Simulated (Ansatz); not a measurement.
Program: Ansatz. Geometries: PBE0-D4/def2-TZVP. ΔE: electronic, gas phase. CCSD(T)/CBS is the MP2 limit (def2-TZVPP, def2-QZVPP) plus CCSD(T) − MP2 in def2-TZVPP, frozen cores. This one scheme is used for every species. For Ti outer-core shells are correlated without core-valence functions, which leaves a few kJ/mol of doubt a bond. Scalar relativity is left out up to krypton. Each species was taken in one conformer, which may not be the lowest.

Consider the ligand exchange at a Ti–Cl bond: `[OH][Ti]([SH])([Cl])[Cl]` + H–F → `[OH][Ti]([F])([SH])[Cl]` + HCl.

`[OH][Ti]([SH])([Cl])[Cl]`:

```xyz
7

O    -0.548    1.251    1.065
Ti    0.019    0.196   -0.203
S    -0.310   -1.893    0.615
Cl   -1.114    0.455   -2.062
Cl    2.148    0.497   -0.604
H    -0.362    1.931    1.713
H     0.168   -2.438   -0.523
```

H–F:

Cartesian coordinates in Å:
```
F 0.136 0.120 0.423
H -0.136 -0.120 -0.423
```

`[OH][Ti]([F])([SH])[Cl]`:

```xyz
7

O     1.193   -0.893    0.874
Ti   -0.067   -0.257   -0.165
F    -1.649   -0.896    0.214
S    -0.063    1.983    0.240
Cl    0.359   -0.648   -2.284
H     1.395   -1.435    1.636
H    -1.168    2.146   -0.516
```

HCl:

Cartesian coordinates in Å:
```
Cl -0.356 -0.515 0.128
H 0.356 0.515 -0.128
```

| level | ΔE (eV) |
| --- | --- |
| SCS-MP2/def2-TZVPP | -0.08 |
| MP2/CBS(def2) | 0.09 |

(1) What does CCSD(T)/CBS give? (Best estimate.)

Largest T1 diagnostic among the species: 0.026, so the coupled-cluster value is less sure than usual.

Results:

(1) The calculation gave: -0.06 eV. The listed levels differ from it by -0.02, 0.15 eV.

In def2-TZVPP, CCSD(T) changes the Hartree–Fock value by +0.15 eV (the triples alone add +0.07 eV) and MP2 by +0.30 eV. From PBE to PBE0 (25 % exact exchange), in def2-TZVPP and without D4, ΔE moves by +0.05 eV. The D4 term adds +0.07 eV with B3LYP and +0.04 eV with PBE0; it sums over pairs of atoms, weighted by their polarisabilities, and B3LYP, whose exchange is more repulsive, gets the larger term.

B3LYP here is the variant with VWN-RPA as its local correlation; programs differ in this.
